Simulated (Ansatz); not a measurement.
Born–Oppenheimer molecular dynamics of C₃H₉ClO₃Si (17 atoms, charge 0, multiplicity 1). It starts from a relaxed structure.

Theory: Ansatz 0.2.0, RKS r2SCAN/STO-3G.

- ensemble: NVT, Langevin thermostat
- time step: 0.5 fs
- steps asked: 123
- set temperature: 1500 K
- friction: 0.5 /fs
- seed: 607305

First frame:

```xyz
17
Properties=species:S:1:pos:R:3
Si 0.021 -0.186 -0.415
Cl 0.004 0.028 1.724
O 1.559 0.005 -1.090
C 2.468 -1.060 -0.653
H 2.095 -2.077 -0.905
H 3.425 -0.901 -1.183
H 2.668 -1.026 0.440
O -0.807 1.108 -1.130
C -2.147 1.320 -0.578
H -2.163 1.335 0.533
H -2.490 2.308 -0.941
H -2.878 0.559 -0.927
O -0.484 -1.766 -0.791
C -1.678 -2.211 -0.072
H -1.642 -1.980 1.014
H -2.612 -1.776 -0.489
H -1.736 -3.310 -0.191
```

Q: What does the run give?

A: All steps were run.

```json
{
 "steps done": "123",
 "time covered": "61.5 fs",
 "mean temperature over the second half": "1485 K",
 "spread of the potential energy over the second half": "21.6 meV per atom",
 "mean potential energy of the second half above the start": "133.5 meV per atom"
}
```

A run of 0.061 ps of so small a system gives no equilibrium averages. The friction is so strong that the motion is overdamped, so the time scale means little. Limits of this set-up: minimal basis.

Q: What happens to the structure?

A: The same pairs are bonded in the first frame and the last. Pairs count as bonded within 1.25 times the sum of covalent radii (0.12 Å more for H–H). Another seed would give other details.

Q: How do temperature and energy run in time?

A: 
| time (fs) | T (K) | potential energy less start (eV) |
| --- | --- | --- |
| 0 | 1412 | 0.000 |
| 2 | 1268 | 0.606 |
| 4 | 1025 | 0.851 |
| 6 | 1509 | 1.302 |
| 8 | 1454 | 1.619 |
| 10 | 1290 | 1.954 |
| 12 | 921 | 1.625 |
| 14 | 1119 | 1.909 |
| 16 | 1355 | 1.720 |
| 18 | 1266 | 1.968 |
| 20 | 2162 | 2.030 |
| 22 | 1243 | 2.181 |
| 24 | 1206 | 2.374 |
| 26 | 2191 | 2.693 |
| 28 | 1867 | 2.973 |
| 30 | 1301 | 3.245 |
| 32 | 1932 | 2.177 |
| 34 | 1843 | 1.495 |
| 36 | 1680 | 2.043 |
| 38 | 1328 | 2.153 |
| 40 | 1475 | 2.157 |
| 42 | 1189 | 1.675 |
| 44 | 1262 | 2.061 |
| 46 | 1413 | 2.706 |
| 48 | 1039 | 2.688 |
| 50 | 1643 | 2.233 |
| 52 | 1259 | 2.560 |
| 54 | 1603 | 2.752 |
| 56 | 1075 | 2.696 |
| 58 | 1459 | 2.403 |
| 60 | 1837 | 2.086 |

The run took 16 min on 1 thread of Arm Neoverse V2, with other jobs on the host, peak memory 0.16 GiB.
